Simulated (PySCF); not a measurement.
Si(Vi)(OH)(OMe)2, SMILES CO[Si](C=C)(O)OC (C4H10O3Si) (GFN2-xTB optimised geometry):

```
18

C     -0.587    -3.465     2.130
C     -1.212    -2.492     1.484
Si    -0.503    -1.551     0.000
O     -0.940    -2.246    -1.407
O      1.121    -1.551     0.000
C      1.973    -0.993     0.958
O     -1.013    -0.009     0.000
C     -2.283     0.473    -0.341
H     -1.019    -3.975     2.978
H      0.395    -3.797     1.833
H     -2.198    -2.209     1.838
H     -0.451    -3.000    -1.726
H      1.789    -1.433     1.941
H      2.998    -1.202     0.651
H      1.824     0.086     1.024
H     -2.637     0.006    -1.260
H     -2.202     1.551    -0.483
H     -2.998     0.266     0.459
```

Method: B3LYP/def2-SVP (PySCF).

Task: What are the frontier orbital energies and the dipole moment?

Result: HOMO-2 -7.78 eV, HOMO-1 -7.63 eV, HOMO -7.48 eV, LUMO -0.29 eV, LUMO+1 1.42 eV; dipole moment 1.08 D.

On the same geometry PySCF with PBE/def2-SVP gives HOMO-2 -6.55 eV, HOMO-1 -6.37 eV, HOMO -6.26 eV, LUMO -1.11 eV, LUMO+1 0.82 eV; dipole moment 0.94 D.

Meta-Löwdin charges at B3LYP/def2-SVP: C1 -0.19, C2 -0.36, Si3 1.41, O4 -0.72, O5 -0.61, C6 -0.06, O7 -0.61, C8 -0.06, H9 0.10, H10 0.09, H11 0.10, H12 0.34, H13 0.09, H14 0.10, H15 0.09, H16 0.09, H17 0.10, H18 0.09.
